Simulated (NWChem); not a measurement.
Molecule: FeHSBr, quintet; SMILES [SH][Fe][Br]

```xyz
4

Fe     0.1207     0.5047    -0.0004
Br    -0.2152    -1.7708     0.0004
S      0.4915     2.7010    -0.0011
H     -0.8343     2.9786     0.0036
```
Atoms are numbered in this order, from 1.

Program: NWChem. Pople sets run with spherical d functions. Spin-unrestricted. The geometry was optimised at PBE0/def2-SVP, spin-unrestricted. The spin multiplicity was typed, not searched, and may not be the lowest. No stability test was run on the SCF state. Vzz is the largest principal value of the second derivative of the potential at the nucleus (NWChem prints the opposite sign); η is the asymmetry. Non-relativistic.

```csv
level,Vzz Fe1 (a.u.),η Fe1,Vzz Br2 (a.u.),η Br2,Vzz S3 (a.u.),η S3
B3LYP/6-31G*,?,?,?,?,?,?
CAM-B3LYP/6-31G*,2.375,0.97,1.663,0.14,1.680,0.50
CAM-B3LYP/def2-TZVP,-3.581,0.29,1.982,0.03,1.811,0.52
```

Question: Some entries are withheld; supply them.

Answer: 
- B3LYP/6-31G*, Vzz Fe1 (a.u.): 2.255
- B3LYP/6-31G*, η Fe1: 0.83
- B3LYP/6-31G*, Vzz Br2 (a.u.): 1.577
- B3LYP/6-31G*, η Br2: 0.21
- B3LYP/6-31G*, Vzz S3 (a.u.): 1.636
- B3LYP/6-31G*, η S3: 0.43
